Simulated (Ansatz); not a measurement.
Two structures of Ge₂H₅Cl, singlet, reached by relaxing down either side of one saddle point (PBE0-D4/def2-TZVP). Energies are electronic, without zero-point energy. Program: Ansatz 0.2.0. Basis: def2-TZVPP and def2-QZVPP. Cores are frozen in the correlated methods. Filled d shells of the heavier atoms are correlated. The def2 sets are not built for correlating such inner shells, so the correlated values are less sure here. Extrapolation: Hartree–Fock as exp(−7.88 √X), correlation as X^−2.97. First:

```
8
angstrom
Ge -0.2369 -0.1483 1.2262
Ge 0.1952 0.3273 -1.1093
Cl 0.5829 -1.5696 -2.0823
H -1.0061 0.9446 -1.8427
H 1.4477 1.1877 -1.3391
H -1.4567 -1.0720 1.3343
H -0.5185 1.1639 1.9760
H 0.9923 -0.8335 1.8368
```

Second:

Ge1  (0.014, -0.665, 1.433)
Ge2  (-0.425, 1.301, -1.416)
Cl3  (0.748, -0.893, -0.625)
H4  (-0.946, 0.483, -2.674)
H5  (0.939, 1.685, -2.135)
H6  (-1.508, -0.686, 1.327)
H7  (0.590, 0.660, 1.925)
H8  (0.588, -1.884, 2.165)
(Å)

(1) Which bonds change from the first to the second?

(2) Give the saddle point's structure and its height above each. (Judge from chemistry; the value comes from the calculation.)

T1 diagnostic: at most 0.013.

Answers

(1) Ge₂H₅Cl ([Cl][GeH2][GeH3]) → GeH₃Cl ([Cl][GeH3]) + GeH₂ (still joined by a long Ge–Cl bond); bonds formed: Ge1–Cl3; bonds broken: Ge1–Ge2; bonds weakened to dative contacts: Ge2–Cl3.

(2) By the calculation: 2.059 eV above the first and 0.402 eV above the second (CCSD(T) at an estimated basis limit (MP2 extrapolated from triple and quadruple zeta, plus CCSD(T) − MP2 in triple zeta)).
```tsv
atom	x (Å)	y (Å)	z (Å)
Ge1	-0.0659	-0.4411	1.2150
Ge2	-0.2588	0.9268	-1.1643
Cl3	0.9503	-1.1623	-0.8225
H4	-1.0592	0.4561	-2.4246
H5	0.9251	1.6904	-1.8479
H6	-1.5918	-0.5669	1.2802
H7	0.5560	0.7927	1.8786
H8	0.5443	-1.6957	1.8854
```

Losses and insertions of silylenes and their heavier kin drive the gas-phase chemistry of silicon and germanium vapour deposition.

Labels in which every atom is bracketed show which atoms are joined, not bond orders.

For scale, one of the runs: CCSD(T)/def2-TZVPP, 208 basis functions, launched by `ansatz run in.yaml --threads 4 --pin off --events-out ev --progress --plain --max-ram 9574MiB`. Hardware: 4 CPU threads of an Intel Xeon, shared host. Wall time 2.6 min; peak host memory 2.7 GiB.
